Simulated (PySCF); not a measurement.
Isomers of C2H6N2. All species are isolated molecules in the gas phase. One relaxed conformer stands for each flexible species; it need not be the lowest. Strings in code marks are SMILES.

Computed with PBE-D3(BJ)/def2-TZVP // B3LYP-D3(BJ)/def2-TZVP (PySCF). All candidates: neutral, multiplicity 1. 

```yaml
HOMO–LUMO gap: 5.27 eV
HOMO: -5.43 eV
LUMO: -0.16 eV
```

Q: Identify which member has these values.
A. `C/N=C/N`
B. `[H]/N=C\CN`
C. `C=NCN`
D. `[H]/N=C(/C)N`

A: A, `C/N=C/N`. The others give `[H]/N=C(/C)N`: 5.47 eV, -5.66 eV, -0.19 eV; `C=NCN`: 4.17 eV, -5.71 eV, -1.54 eV; `[H]/N=C\CN`: 4.15 eV, -5.52 eV, -1.37 eV
